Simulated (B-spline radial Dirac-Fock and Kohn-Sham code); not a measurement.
Model: multi-electron Dirac-Fock with separately optimised hole states, Breit and Lamb-shift corrections added in first order. Program: a radial atomic solver. Free neutral atoms.

Q: Order these X-ray lines by photon energy, lowest first.
A. Hg Mα1
B. Sr Lβ6
C. Cs Mγ
D. Os Mγ
E. Hg Mζ2
F. Nb Lβ3

A: C (925.9 eV), E (1700.4 eV), B (1898.8 eV), D (2182.5 eV), A (2198.2 eV), F (2337.9 eV).

Values without a named source are computed, but for edge energies of neutral atoms, which are taken from tables.
